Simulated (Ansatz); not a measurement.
Input and output for `F[CH]1[SiH2][Al]1[F]`.

```yaml
crystal:
  periodic: [false, false, false]
  atoms:
    - {symbol: F, position_ang: [-1.164326, 0.133548, 1.769870]}
    - {symbol: C, position_ang: [-0.393565, 0.391437, 0.731181]}
    - {symbol: Si, position_ang: [0.739671, -0.887214, -0.212602]}
    - {symbol: Al, position_ang: [-0.440812, 0.860319, -1.151528]}
    - {symbol: F, position_ang: [-1.230781, 1.787097, -2.305026]}
    - {symbol: H, position_ang: [0.420029, 1.216840, 1.009049]}
    - {symbol: H, position_ang: [2.104321, -1.249521, 0.369562]}
    - {symbol: H, position_ang: [-0.005302, -2.142063, -0.470066]}
basis:
  gaussian: {orbitals: def2-SVP}
hamiltonian: {xc: {name: B97}}
```

```sh
$ ansatz run in.yaml --threads 2 --pin off --events-out ev --progress --plain --max-ram 4352MiB
```

Shortened log:

```
Functional definition: B97
882 factors; integrals over basis functions are off by at most 1.1e-3 eV
mean field evaluation 1: about -20975.1555 eV, gradient 4.9e1 eV
mean field evaluation 2: about -20967.0390 eV, gradient 8.0e1 eV
mean field evaluation 4: about -20980.0506 eV, gradient 3.5e0 eV
mean field evaluation 8: about -20980.1599 eV, gradient 2.9e-1 eV
mean field evaluation 16: about -20980.1602 eV, gradient 7.3e-5 eV
mean field -20980.16021361 eV, -771.0066669867 hartree, gradient 3.0e-5 eV, S^2 0.000000; 0 other end points of the search recorded, 0 dependent functions left out
reference -20980.16023826 eV, -771.0066678928 hartree; 27, 27 occupied and 66, 66 virtual orbitals, 882 factors
Total energy: -20980.16023826 eV, -771.0066678928 hartree
```

Hardware: 2 threads of an Arm Neoverse V2 on a shared host. Wall time 3.5 s, peak host memory 0.22 GiB.
